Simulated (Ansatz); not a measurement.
Start from `C=[CH][Zn][CH]=C` and change one atom or group to get `C=[CH][Zn][CH3]`.

Ansatz, PBE0-D4/def2-TZVP geometries, multiplicity 1. Each molecule was computed in one conformer, which needn't be the lowest.

Scalar relativity is left out up to krypton.

```
                                                                                  property  `C=[CH][Zn][CH]=C`
                                                       HOMO energy (B3LYP/def2-TZVPP) / eV               -7.18
                                                        LUMO energy (PBE0/def2-TZVPP) / eV               -0.79
                                                   HOMO–LUMO gap (ωB97M-V/def2-TZVPP) / eV               10.45
                                            size of the dipole moment (PBE/def2-TZVPP) / D                0.11
ideal-gas entropy at 298 K and 1 bar (rigid rotor, harmonic PBE0-D4/def2-TZVP) / J/(mol·K)                 359
                                                         HOMO energy (PBE/def2-TZVPP) / eV               -6.18
```

Task: What does the change do to each property? (Best estimate.)

Result: Ansatz gave: 
```tsv
property	`C=[CH][Zn][CH3]`	shift
HOMO energy (B3LYP/def2-TZVPP) / eV	-7.06	0.12
LUMO energy (PBE0/def2-TZVPP) / eV	-0.54	0.25
HOMO–LUMO gap (ωB97M-V/def2-TZVPP) / eV	10.55	0.10
size of the dipole moment (PBE/def2-TZVPP) / D	0.18	0.07
ideal-gas entropy at 298 K and 1 bar (rigid rotor, harmonic PBE0-D4/def2-TZVP) / J/(mol·K)	344	-15
HOMO energy (PBE/def2-TZVPP) / eV	-6.10	0.08
```

With PBE0 the HOMO rises by 0.10 eV and the LUMO rises by 0.25 eV, so the gap widens by about 0.15 eV. PBE moves the HOMO by 0.08 eV and ωB97M-V by 0.10 eV. The zero-point energy changes by -16.6 kJ/mol with -3 modes. Dipoles are sizes alone; their direction can turn. Modes under 60 cm⁻¹, often nearly free rotors, make the harmonic entropy too high.

Positive LUMOs are unbound, so they and the gaps depend on the basis.

B3LYP here is the variant with VWN-RPA as its local correlation; programs differ in this.
